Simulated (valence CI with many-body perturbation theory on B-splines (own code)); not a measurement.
## E1 line list for W IV

Calculated by relativistic CI+MBPT: three valence electrons over a frozen Dirac-Fock core [Xe] 4f14, a basis of 9 s, 9 p, 10 d, 8 f, 5 g, 3 h, 1 i functions for each j, with the one-electron correlation potential Σ1, the two-electron term Σ2, the three-electron term Σ3, Breit, model QED; selected CI, second order for the rest, scaled by the run's own slope (own B-spline code, finite nucleus).

Against 58 measured levels this calculation errs by 1248 cm⁻¹ on average and by 2882 at most. These come from a selection out of J. Phys. B 45, 035001 (2012). Levels without a partner in it may be off by more, other configurations by 1,000 to 8,000 cm⁻¹. 6 measured levels below the end of the list, from 46088 cm⁻¹ on, found no clear computed partner, and computed levels of the same name lie up to 1334 cm⁻¹ from them.

Lines 1 to 50 of 237 in falling wavelength, among levels below 14.426 eV, chosen from the strongest by gf and those to the six lowest levels. Wavelengths and rates use the calculated energies, so an error of 1000 cm⁻¹ moves a line at 2430 Å by 2.4 % and its rate by three times that or more. Electric multipoles are in the length gauge, E1 and E2 with the static RPA response of the core. Weak lines are less certain than strong ones. Lines between different terms over intervals too small for the method are left out, as are lines whose strength nearly cancels. Where a level lies close to another of its J and parity, the split of strength between their lines is uncertain. The highest levels of a list are the least certain.

Names give the largest LS component (configuration and term), which can be under half, so a name can repeat, a term be missing and a line seem to break the LS rules; names also repeat where a configuration has a term twice. Letters in brackets count levels of one name in rising energy.

```
λ vac (Å)  λ from measured levels               Upper          Lower   A (s⁻¹)  S (a.u.)
     2430                    2377  5d2.6p 2F°_5/2 [a]  5d2.6s 2P_3/2  3.37e+07  1.43e+00
     2219                    2175  5d2.6p 2F°_5/2 [b]  5d2.6s 2P_3/2  3.87e+07  1.25e+00
     2185                    2165  5d2.6p 4G°_9/2 [a]  5d2.6s 2F_7/2  6.44e+07  3.31e+00
     2169                          5d2.6p 4F°_5/2 [b]  5d2.6s 2D_3/2  3.09e+07  9.34e-01
     2162                              5d2.6p 4G°_7/2  5d2.6s 2F_5/2  2.36e+07  9.43e-01
     2129                    2106      5d2.6p 4F°_7/2  5d2.6s 2F_7/2  7.22e+07  2.75e+00
     2104                          5d2.6p 4G°_9/2 [b]  5d2.6s 2G_9/2  3.37e+07  1.55e+00
     2091                          5d2.6p 4F°_5/2 [a]  5d2.6s 2F_5/2  6.60e+07  1.79e+00
     2025                    1998  5d2.6p 2F°_7/2 [a]  5d2.6s 2F_7/2  3.01e+07  9.87e-01
     1998                          5d2.6p 2F°_7/2 [b]  5d2.6s 2G_7/2  8.90e+07  2.80e+00
     1996                              5d2.6p 2D°_3/2  5d2.6s 4P_5/2  5.91e+07  9.28e-01
     1996                    1992      5d2.6p 4G°_5/2  5d2.6s 4F_5/2  1.05e+08  2.48e+00
     1974                          5d2.6p 4D°_3/2 [a]  5d2.6s 4P_5/2  1.24e+08  1.88e+00
     1949                          5d2.6p 2F°_7/2 [b]  5d2.6s 2G_9/2  6.31e+07  1.84e+00
     1945                    1928      5d2.6p 2H°_9/2  5d2.6s 2G_7/2  8.45e+07  3.07e+00
     1926                          5d2.6p 4G°_9/2 [b]  5d2.6s 2F_7/2  4.29e+07  1.51e+00
     1920                          5d2.6p 4F°_5/2 [b]  5d2.6s 2F_5/2  7.30e+07  1.53e+00
     1919                          5d2.6p 4D°_3/2 [a]  5d2.6s 4P_3/2  5.88e+07  8.20e-01
     1912                    1889  5d2.6p 4D°_1/2 [a]  5d2.6s 4P_1/2  2.74e+08  1.89e+00
     1907                    1882  5d2.6p 2G°_7/2 [b]  5d2.6s 2G_7/2  6.99e+07  1.92e+00
     1905                    1901      5d2.6p 4G°_5/2  5d2.6s 4F_3/2  2.81e+08  5.76e+00
     1899                    1880      5d2.6p 2H°_9/2  5d2.6s 2G_9/2  2.02e+08  6.83e+00
     1887                    1870      5d2.6p 4S°_3/2  5d2.6s 2D_5/2  2.85e+08  3.78e+00
     1887                    1866      5d2.6p 2S°_1/2  5d2.6s 4P_3/2  1.36e+08  9.03e-01
     1877                    1856  5d2.6p 4D°_5/2 [a]  5d2.6s 4P_5/2  1.06e+08  2.07e+00
     1876                    1855  5d2.6p 2G°_7/2 [a]  5d2.6s 2F_7/2  1.02e+08  2.67e+00
     1870                    1854  5d2.6p 2F°_5/2 [a]  5d2.6s 2F_7/2  7.38e+07  1.43e+00
     1868                    1844  5d2.6p 2F°_5/2 [b]  5d2.6s 2D_5/2  1.16e+08  2.24e+00
     1864                    1858      5d2.6p 4G°_7/2  5d2.6s 4F_7/2  1.93e+08  4.94e+00
     1863                    1836  5d2.6p 2G°_7/2 [b]  5d2.6s 2G_9/2  8.40e+07  2.14e+00
     1856                          5d2.6p 4D°_3/2 [a]  5d2.6s 2F_5/2  8.67e+07  1.09e+00
     1835                    1825      5d2.6p 4F°_3/2  5d2.6s 4F_5/2  2.56e+08  3.13e+00
     1827                    1801  5d2.6p 4D°_5/2 [a]  5d2.6s 4P_3/2  1.02e+08  1.85e+00
     1810                    1802  5d2.6p 4F°_5/2 [a]  5d2.6s 4F_7/2  2.74e+08  4.82e+00
     1798                    1792  5d2.6p 4G°_9/2 [a]  5d2.6s 4F_9/2  2.89e+08  8.29e+00
     1794                    1777  5d2.6p 4D°_3/2 [b]  5d2.6s 4P_3/2  2.33e+08  2.66e+00
     1785                          5d2.6p 2F°_7/2 [a]  5d2.6s 2F_5/2  6.84e+07  1.54e+00
     1763                    1742  5d2.6p 2G°_7/2 [a]  5d2.6s 4P_5/2  3.46e+07  7.48e-01
     1761                    1751      5d2.6p 4F°_7/2  5d2.6s 4F_9/2  2.89e+08  6.23e+00
     1758                    1748      5d2.6p 4F°_3/2  5d2.6s 4F_3/2  1.84e+08  1.98e+00
     1758                    1751      5d2.6p 4P°_3/2  5d2.6s 2D_5/2  1.36e+08  1.45e+00
     1758                    1742  5d2.6p 2F°_5/2 [a]  5d2.6s 4P_5/2  1.66e+08  2.67e+00
     1753                    1741      5d2.6p 2H°_9/2  5d2.6s 2F_7/2  7.89e+07  2.10e+00
     1739                          5d2.6p 4D°_3/2 [b]  5d2.6s 2F_5/2  1.80e+08  1.87e+00
     1737                    1732      5d2.6p 4G°_7/2  5d2.6s 4F_5/2  3.08e+08  6.36e+00
     1731                    1719  5d2.6p 4D°_1/2 [b]  5d2.6s 4P_1/2  1.85e+08  9.46e-01
     1723                    1701  5d2.6p 2F°_5/2 [b]  5d2.6s 2D_3/2  2.22e+08  3.36e+00
     1722                    1704  5d2.6p 2G°_7/2 [b]  5d2.6s 2F_7/2  1.59e+08  3.20e+00
     1692                          5d2.6p 2F°_7/2 [b]  5d2.6s 4P_5/2  1.17e+08  2.24e+00
     1691                    1683  5d2.6p 4F°_5/2 [a]  5d2.6s 4F_5/2  1.08e+08  1.55e+00
```
